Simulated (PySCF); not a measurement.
Si(F)(Cl)(Me)(OH) (CH₄ClFOSi), SMILES C[Si](O)(F)Cl. Geometry optimised at PBE-D3(BJ)/def2-SVP. One conformer was computed; it need not be the lowest.

Q: Give the equilibrium geometry at PBE-D3(BJ)/def2-SVP (PySCF confirms it by a frequency run) as Cartesian coordinates in Å. (An estimate is asked for; the answer gives what the named calculation found.)

A: Several could match; the one computed here: 
```xyz
9

C      1.8076    -0.1865    -0.8015
Si     0.0227    -0.0182    -0.3446
O     -0.8257    -1.2947    -0.9785
F     -0.5853     1.3870    -0.9187
Cl    -0.2392     0.0751     1.7138
H      2.2327    -1.1112    -0.3648
H      2.3858     0.6792    -0.4240
H      1.9181    -0.2334    -1.9033
H     -1.7599    -1.3624    -0.7136
```
Charge 0, spin multiplicity 1.
